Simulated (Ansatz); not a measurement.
Ideal-gas functions of CH$_{5}$B$_{2}$N, SMILES `BBC=N` at 600 K and 1 bar, from an Ansatz frequency run at PBE0-D4/def2-TZVP.

Molar mass 52.68 g/mol, point group C1 (symmetry number 1), electronic degeneracy 1, moments of inertia 23.998, 107.749, 119.821 u Å². Harmonic wavenumbers (cm⁻¹, unscaled): 88, 153, 208, 362, 488, 640, 742, 861, 916, 963, 1097, 1155, 1177, 1214, 1411, 1661, 2565, 2578, 2638, 3026, 3418.

Use S(trans) = R[1.5 ln M + 2.5 ln T − 1.1517]; rotational temperatures θ = 24.2544 K / I; S(rot) = R[ln(√π/σ · √(T³/θAθBθC)) + 1.5]; for each mode x = 1.438777 ν̃/T, S = R[x/(eˣ − 1) − ln(1 − e⁻ˣ)] and H = RT x/(eˣ − 1); 1 cm⁻¹ = 0.0119627 kJ/mol; R = 8.31446 J/(mol·K).

**Question.** By hand: the entropy, in J/(mol·K).

**Answer.** Translation 172.8. Rotation: θ = 1.0107, 0.2251, 0.2024 K, giving 109.8. Vibration, mode by mode: 21.27, 16.70, 14.18, 9.75, 7.47, 5.52, 4.54, 3.62, 3.26, 2.99, 2.32, 2.08, 1.99, 1.86, 1.27, 0.79, 0.13, 0.12, 0.11, 0.05, 0.02, in all 100.0. Electronic 0.0. Sum 382.6 J/(mol·K).

**Question.** By hand: H − E and G − E in kJ/mol, counted from the electronic energy.

**Answer.** Zero-point energy ½ × 27361 × 0.0119627 = 163.7; thermal vibration 31.1; translation, rotation and pV give 4 RT = 20.0. H − E = 214.8 kJ/mol, and G − E = 214.8 − 600 × 382.6/1000 = -14.8 kJ/mol.

Vibration gives 26 % of the entropy, 21.3 J/(mol·K) of it from the mode under 150 cm⁻¹: soft modes count most, and the harmonic formula is weakest for them. The sum counts one conformer and one mirror image; others add a mixing term.
